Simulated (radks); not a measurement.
Values are calculated unless marked as measured or tabulated.
Coherent X-ray form factor from a spherical all-electron density. Level of theory: scalar-relativistic Kohn-Sham, LDA (Slater exchange, Perdew-Wang correlation), spin-polarised, spherical densities, point nucleus (a radial shooting solver on a logarithmic mesh with Libxc functionals).

sin(theta)/lambda (1/angstrom),f0 (electrons)
0.05,56.460
0.1,53.128
0.15,49.588
0.2,46.222
0.25,43.047
0.3,40.119
0.4,35.140
0.5,31.137
0.6,27.774
0.8,22.468
1,18.873
1.25,15.963
1.5,13.729
2,9.831

The species is in the configuration that NIST lists as its ground one. Which atom or ion scatters so?

Answer. Neutral cerium, [Xe] 4f1 5d1 6s2. Extrapolating in s^2 from the first two rows gives f0(0) = 57.6, near the electron count 58; among species with that count, the fall with angle is slower the higher Z, and the table is that of Z = 58; from so few rows the species is fixed only to a neighbour or two.
